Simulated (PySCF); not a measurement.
Constitutional and geometric isomers with formula CH6Si3. Gas-phase values, no solvent. One relaxed conformer stands for each flexible species; it need not be the lowest. Strings in code marks are SMILES.

The HOMO from two functionals at the same geometries (PBE0-D3(BJ)/def2-TZVP), both in PySCF: PBE-D3(BJ)/def2-TZVP and PBE0-D3(BJ)/def2-TZVP. 

```tsv
species	PBE-D3(BJ)/def2-TZVP (eV)	PBE0-D3(BJ)/def2-TZVP (eV)
`C1[SiH]=[SiH][SiH2]1`	-5.03	-5.83
`[SiH2]=C=[SiH][SiH3]`	-5.63	-6.53
`C[Si]1=[SiH][SiH2]1`	-5.03	-5.85
`[SiH2]=C[SiH]=[SiH2]` (Si–C–Si–Si torsion 48°)	-4.77	-5.48
```

Over these rows, drawn at random from the members with no instability flagged (it was tested for open shells, ions and some series alone), PBE minus PBE0-D3(BJ): mean +0.80 eV, from +0.70 eV to +0.90 eV.
